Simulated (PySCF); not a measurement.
One formula, C4H11ClSi, several structures.

PySCF, CAM-B3LYP/def2-SVPD, density fitting, gas phase; each molecule at its own PBE0-D3(BJ)/def2-SVP geometry, one conformer. Singlet excitations by full TDDFT with frozen cores, triplets by Tamm–Dancoff TDDFT and ionisation energies by ΔSCF, from the lowest of the holes tried. 

Torsions of the conformers computed, which needn't be the lowest (atom-mapped SMILES):
- `[CH3:1][CH:2]([CH3:3])[SiH2:4][CH2:5][Cl:6]`: C1–C2–Si4–C5 -56°, C2–Si4–C5–Cl6 -179°
- `[CH3:1][CH2:2][CH2:3][SiH2:4][CH2:5][Cl:6]`: C1–C2–C3–Si4 -62°, C2–C3–Si4–C5 -167°, C3–Si4–C5–Cl6 -179°
- `[CH3:1][C:2]([CH3:3])([CH3:4])[SiH2:5][Cl:6]`: C1–C2–Si5–Cl6 62°
- `[CH3:1][SiH2:2][C:3]([CH3:4])([CH3:5])[Cl:6]`: C1–Si2–C3–C4 56°
- `[CH3:1][SiH2:2][C@@H:3]([CH3:4])[CH2:5][Cl:6]`: C1–Si2–C3–C4 -167°, Si2–C3–C5–Cl6 -57°

Reference: `CC(C)[SiH2]CCl`, with HOMO energy -9.17 eV, LUMO energy 0.93 eV, lowest singlet excitation 6.69 eV, lowest triplet excitation 6.03 eV, mean polarisability 91.4 au, dipole moment 2.69 D and vertical ionisation energy 9.92 eV.

Changes against it:

```json
{"molecule": "C[SiH2]C(C)(C)Cl", "Δ electronic energy (kcal/mol)": "-6.8", "Δ HOMO energy (eV)": "-0.02", "Δ LUMO energy (eV)": "+0.16", "Δ lowest singlet excitation (eV)": "0.00", "Δ lowest triplet excitation (eV)": "-0.03", "Δ mean polarisability (au)": "-0.7", "Δ dipole moment (D)": "-0.85", "Δ vertical ionisation energy (eV)": "0.00"}
{"molecule": "C[SiH2][C@@H](C)CCl", "Δ electronic energy (kcal/mol)": "-4.3", "Δ HOMO energy (eV)": "-0.40", "Δ LUMO energy (eV)": "+0.18", "Δ lowest singlet excitation (eV)": "+0.62", "Δ lowest triplet excitation (eV)": "+0.64", "Δ mean polarisability (au)": "-1.6", "Δ dipole moment (D)": "-0.64", "Δ vertical ionisation energy (eV)": "+0.33"}
```

Rows whose labels were lost:

```json
{"row": "P", "Δ electronic energy (kcal/mol)": "-33.1", "Δ HOMO energy (eV)": "-0.20", "Δ LUMO energy (eV)": "+0.12", "Δ lowest singlet excitation (eV)": "+0.50", "Δ lowest triplet excitation (eV)": "+0.85", "Δ mean polarisability (au)": "-2.1", "Δ dipole moment (D)": "-0.62", "Δ vertical ionisation energy (eV)": "+0.10"}
{"row": "Q", "Δ electronic energy (kcal/mol)": "-0.8", "Δ HOMO energy (eV)": "-0.11", "Δ LUMO energy (eV)": "+0.05", "Δ lowest singlet excitation (eV)": "+0.04", "Δ lowest triplet excitation (eV)": "+0.03", "Δ mean polarisability (au)": "-0.1", "Δ dipole moment (D)": "+0.07", "Δ vertical ionisation energy (eV)": "+0.18"}
```

Q: Which row belongs to which of `CCC[SiH2]CCl` and `CC(C)(C)[SiH2]Cl`?

A: P = `CC(C)(C)[SiH2]Cl` and Q = `CCC[SiH2]CCl`. P and Q are told apart most clearly by the electronic energy (-33.1 against -0.8 kcal/mol).
